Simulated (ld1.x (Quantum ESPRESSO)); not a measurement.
## Varying the TM potential for iron

Base potential:

```json
{
 "Element": "Fe",
 "Generator": "ld1.x (Quantum ESPRESSO) 7.5",
 "Type": "norm-conserving Troullier–Martins (Kleinman–Bylander form)",
 "Functional": "PBE",
 "Relativity": "fully relativistic",
 "Frozen core": "[Ne] 3s2",
 "Valence charge": "14",
 "Reference configuration": "3p6 3d7 4s1 4p0",
 "Partial waves": "4s (bound): rc 2.10 bohr; 3p (bound): rc 1.35 bohr; 3d (bound): rc 1.15 bohr",
 "Local potential": "all-electron potential smoothed inside 0.85 bohr (lloc = -1)",
 "Core correction": "Bessel-smoothed model core inside 0.75 bohr"
}
```

Open shells are filled in proportion to 2j + 1 (rel_dist='average').

Cutoffs, loose and tight: the cutoffs (Ry, on a coarse ladder) from which the occupation-weighted sum of valence levels, in a spherical-Bessel basis at the reference potential, stays within 10 and 1 mRy of its value at 400 Ry. They do not see the model core or the augmentation charge, which bear on the density cutoff. Test errors are all-electron minus pseudo excitation energies from the reference, over the configurations 3p6 3d6 4s2 4p0; 3p6 3d6 4s1 4p0; 3p6 3d6 4s0 4p0; 3p6 3d6 4s1.5 4p0; 3p6 3d6 4s0 4p1; 3p6 3d5 4s2 4p0; 3p6 3d5 4s2 4p1. A dash means not determined; rows that change the core or the reference have their own tests. The largest error is taken over the tests solved by every variant that gives reliable tests at all: 3p6 3d6 4s0 4p0; 3p6 3d6 4s0 4p1; 3p6 3d6 4s1 4p0; 3p6 3d6 4s1.5 4p0; 3p6 3d6 4s2 4p0.

A true bound ghost makes a file unfit for plane-wave use even where its test errors are small: the radial tests pick states by their node count and pass the ghost by. Where a test does run into it, the solver fails or the error is huge.

```tsv
change	outcome	cutoff, loose	cutoff, tight	bound ghosts	largest test error (meV)
base	generated	160 Ry	230 Ry	s	-43
all radii but the core radius scaled by about 0.77 (s 1.62, p 1.04, d 0.88 bohr); local potential all-electron potential smoothed inside 0.66 bohr (lloc = -1)	generated	230 Ry	300 Ry	s	+32
all radii but the core radius scaled by about 0.85 (s 1.78, p 1.14, d 0.98 bohr); local potential all-electron potential smoothed inside 0.72 bohr (lloc = -1)	generated	200 Ry	260 Ry	s	+35
all radii but the core radius scaled by about 0.90 (s 1.90, p 1.22, d 1.04 bohr); local potential all-electron potential smoothed inside 0.76 bohr (lloc = -1)	generated	180 Ry	260 Ry	s	+39
all radii but the core radius scaled by about 1.07 (s 2.24, p 1.44, d 1.22 bohr); local potential all-electron potential smoothed inside 0.90 bohr (lloc = -1)	generated	140 Ry	230 Ry	s	-45
all radii but the core radius scaled by about 1.14 (s 2.40, p 1.54, d 1.32 bohr); local potential all-electron potential smoothed inside 0.98 bohr (lloc = -1)	generated	140 Ry	200 Ry	s	-44
all radii but the core radius scaled by about 1.24 (s 2.60, p 1.68, d 1.42 bohr); local potential all-electron potential smoothed inside 1.06 bohr (lloc = -1)	generated	120 Ry	180 Ry	s	-76
all radii but the core radius scaled by about 1.32 (s 2.78, p 1.78, d 1.52 bohr); local potential all-electron potential smoothed inside 1.12 bohr (lloc = -1)	generated	110 Ry	180 Ry	s	-19
all radii but the core radius scaled by about 1.40 (s 2.94, p 1.90, d 1.62 bohr); local potential all-electron potential smoothed inside 1.20 bohr (lloc = -1)	generated	100 Ry	160 Ry	s	-123
```

Reading the sweep of the scale of all radii but the core radius (base = 1) (base included, trends over the rows without a ghost): Bound ghosts are found at 0.77, 0.85, 0.9, 1, 1.07, 1.14, 1.24, 1.32, 1.4. Every judged row has one, so this setting neither creates nor removes them.
